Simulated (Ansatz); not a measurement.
Frontier orbitals of Cl2GeH4OSi (`O[SiH](Cl)[GeH2][Cl]`).

```json
{"atom": "O1", "x (Å)": "0.0549", "y (Å)": "-0.0985", "z (Å)": "-1.9835"}
{"atom": "Si2", "x (Å)": "-0.8634", "y (Å)": "0.2678", "z (Å)": "-0.6865"}
{"atom": "Cl3", "x (Å)": "-1.1666", "y (Å)": "2.2909", "z (Å)": "-0.4907"}
{"atom": "Ge4", "x (Å)": "0.3414", "y (Å)": "-0.4373", "z (Å)": "1.2528"}
{"atom": "Cl5", "x (Å)": "2.3913", "y (Å)": "-0.1800", "z (Å)": "0.5473"}
{"atom": "H6", "x (Å)": "1.0061", "y (Å)": "0.0022", "z (Å)": "-1.8745"}
{"atom": "H7", "x (Å)": "-2.1824", "y (Å)": "-0.3639", "z (Å)": "-0.8914"}
{"atom": "H8", "x (Å)": "0.2055", "y (Å)": "0.4420", "z (Å)": "2.5024"}
{"atom": "H9", "x (Å)": "0.2131", "y (Å)": "-1.9232", "z (Å)": "1.6239"}
```

The species carries charge 0 and has multiplicity 1. Correlated methods include outer-core shells of Ge, which these sets cover unevenly. Scalar relativity is left out up to krypton. The geometry is a stationary point of PBE0-D4/def2-TZVP. It is one conformer, not always the lowest. Basis def2-TZVPP, the Gaussian-basis code of Ansatz.

Orbital energies of one run (eV). Highest occupied ones, from the top: -7.94, -8.71, -9.17, -9.24, -9.53, -10.06, -10.45, -10.55, -11.32, -11.53, -13.10, -15.33, -16.24, -22.35. Empty: -1.39, -0.37, -0.17, 0.65, 0.83, 1.53.

Which functional gave them?
A. PBE
B. CAM-B3LYP
C. B3LYP
D. ωB97M-V

C. HOMO energies: B3LYP -7.94, CAM-B3LYP -9.43, PBE -6.93, ωB97M-V -10.18 eV.

B3LYP here is the variant with VWN-RPA as its local correlation; programs differ in this.
